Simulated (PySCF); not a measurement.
## Working out the ionisation energy of Nb

Nb [Kr] 4d4 5s1 (6D) → Nb⁺ [Kr] 4d4 (5D). All numbers are calculated (PySCF 2.14, scalar relativity by spin-free X2C-1e, in x2c-TZVPPall with one added diffuse shell each of s, p, d, f type (9s7p7d3f1g, 95 functions)). Frozen: [Kr]. Energies in hartree (1 hartree = 27.21139 eV):

```tsv
part	Nb (lower)	Nb⁺ (upper)
UHF	-3817.235709	-3817.015506
CCSD correlation	-0.060148	-0.040915
(T)	-0.001733	-0.000621
```

Problem. What does Hartree-Fock give?

Solution. (-3817.015506) − (-3817.235709) = 0.220203 hartree = 5.992 eV.

Problem. What do CCSD and CCSD(T) give?

Solution. The CCSD correlation energies differ by 0.019233 hartree = 0.523 eV and the triples by 0.001112 hartree = 0.030 eV, so CCSD gives 6.515 eV and CCSD(T) 6.545 eV.

Measured between the centres of the two terms (NIST): 6.776 eV, so CCSD(T) (valence) is off by -0.231 eV.

What remains against the reference includes basis incompleteness, the frozen core and higher excitations.
